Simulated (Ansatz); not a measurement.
A single point on `[NH2][GeH]([Br])[Br]`.

```yaml
crystal:
  periodic: [false, false, false]
  atoms:
    - {symbol: N, position_ang: [-0.310231, 1.154816, 0.275177]}
    - {symbol: Ge, position_ang: [0.434205, -0.434049, -0.184296]}
    - {symbol: Br, position_ang: [0.935986, -1.490142, 1.785569]}
    - {symbol: Br, position_ang: [-0.988039, -1.812937, -1.384211]}
    - {symbol: H, position_ang: [-1.013622, 1.079281, 0.997870]}
    - {symbol: H, position_ang: [-0.688058, 1.677118, -0.504737]}
    - {symbol: H, position_ang: [1.690957, -0.242088, -1.031072]}
basis:
  gaussian: {orbitals: def2-TZVPP}
hamiltonian: {xc: pbe}
correlation: {method: rpa}
```

```sh
$ ansatz run in.yaml --threads 4 --pin off --events-out ev --progress --plain --max-ram 10444MiB
```

It prints (some lines left out):

```
Functional definition: PBE
  name "PBE"
  cite "Perdew, Burke & Ernzerhof, Phys. Rev. Lett. 77, 3865 (1996) doi:10.1103/PhysRevLett.77.3865"
  parent pbe
  parameter kappa = 0.804
  parameter beta = 0.06672455060314922
  exchange = pbe_x(kappa = kappa, mu = beta*pi^2/3)
  correlation = pbe_c(beta = beta)
1398 factors; integrals over basis functions are off by at most 9.1e-4 eV
mean field evaluation 1: about -198112.1177 eV, gradient 7.6e1 eV
mean field evaluation 2: about -198112.1172 eV, gradient 7.6e1 eV
mean field evaluation 4: about -198118.7225 eV, gradient 3.3e1 eV
mean field evaluation 8: about -198121.9634 eV, gradient 4.1e-1 eV
mean field evaluation 16: about -198121.9630 eV, gradient 4.9e-4 eV
mean field -198121.96300739 eV, -7280.8478486316 hartree, gradient 2.4e-6 eV, S^2 0.000000; 0 other end points of the search recorded, 0 dependent functions left out
28 core orbitals not correlated: weight in the atoms' cores, before any rotation towards them, 1.000 or more for the frozen orbitals, at most 0.000 for the correlated occupied ones
reference -198002.74756127 eV, -7276.4667617941 hartree; 28, 28 occupied and 161, 161 virtual orbitals, 1398 factors
Total energy: -198044.45142356 eV, -7277.9993504652 hartree
```

It took 5.5 s on 4 threads of an Arm Neoverse V1 on a shared host, with 0.5 GiB of host memory at the peak.
